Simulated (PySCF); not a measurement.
Mapped SMILES: `[PH2:1][SiH:2]1[CH2:3][SiH2:4][CH2:5][SiH2:6][CH2:7]1`. Each H is labelled by its parent atom. Ha(C3), Ha(Si4), Ha(C5), Ha(Si6), Ha(C7) are cis to P1 on the ring; Hb(C3), Hb(Si4), Hb(C5), Hb(Si6), Hb(C7) are trans to P1 on the ring.

[PySCF 2.14: PBE0-D3(BJ)/def2-SVP structure; GIAO B3LYP/pcSseg-1 shieldings; a single conformation; rapidly exchanging positions averaged; isolated molecule; non-relativistic]

References, each an isolated molecule treated in the same way: TMS for ¹³C (179.24 ppm) and ¹H (31.38 ppm) and ²⁹Si (337.86 ppm); ³¹P (297.42 ppm) vs H3PO4.

```json
{"atoms": "P1", "nucleus": "³¹P", "count": "1", "δ (ppm)": "-269.5"}
{"atoms": "Hb(C3)/Hb(C7)", "nucleus": "¹H", "count": "2", "δ (ppm)": "?"}
{"atoms": "Hb(Si4)/Hb(Si6)", "nucleus": "¹H", "count": "2", "δ (ppm)": "4.41"}
{"atoms": "H(P1)", "nucleus": "¹H", "count": "2", "δ (ppm)": "?"}
{"atoms": "Ha(Si4)/Ha(Si6)", "nucleus": "¹H", "count": "2", "δ (ppm)": "4.46"}
{"atoms": "C5", "nucleus": "¹³C", "count": "1", "δ (ppm)": "-7.2"}
{"atoms": "C3/C7", "nucleus": "¹³C", "count": "2", "δ (ppm)": "?"}
{"atoms": "Si2", "nucleus": "²⁹Si", "count": "1", "δ (ppm)": "-11.2"}
{"atoms": "Ha(C5)", "nucleus": "¹H", "count": "1", "δ (ppm)": "-0.15"}
{"atoms": "H(Si2)", "nucleus": "¹H", "count": "1", "δ (ppm)": "5.28"}
{"atoms": "Hb(C5)", "nucleus": "¹H", "count": "1", "δ (ppm)": "-0.21"}
{"atoms": "Ha(C3)/Ha(C7)", "nucleus": "¹H", "count": "2", "δ (ppm)": "-0.17"}
{"atoms": "Si4/Si6", "nucleus": "²⁹Si", "count": "2", "δ (ppm)": "?"}
```

Estimate the values marked ?.

Results:


- C3/C7: -3.9 ppm, sp3 CH2 bonded to 2 Si; an electropositive neighbour leaves it electron-rich and shielded
- H(P1): 1.41 ppm, hydrogen on a phosphorus bonded to Si
- Hb(C3)/Hb(C7): 0.03 ppm, hydrogen on an sp3 CH2 bonded to 2 Si; an electropositive neighbour shields it, as in TMS itself
- Si4/Si6: -42.1 ppm, silicon bonded to 2 C, 2 H, in a 6-membered ring

Shifts are as computed. Against solution values, carbons near 30 ppm lie about +2 ppm off and those near 130 ppm about +6 ppm. Of 1309 compounds with measured shifts, 239 miss one by over three times the rms of a fit or turn the order of signals round; such compounds aren't used in these exercises. Experimental scales use liquid or dissolved standards, which lie at an offset from isolated H3PO4.
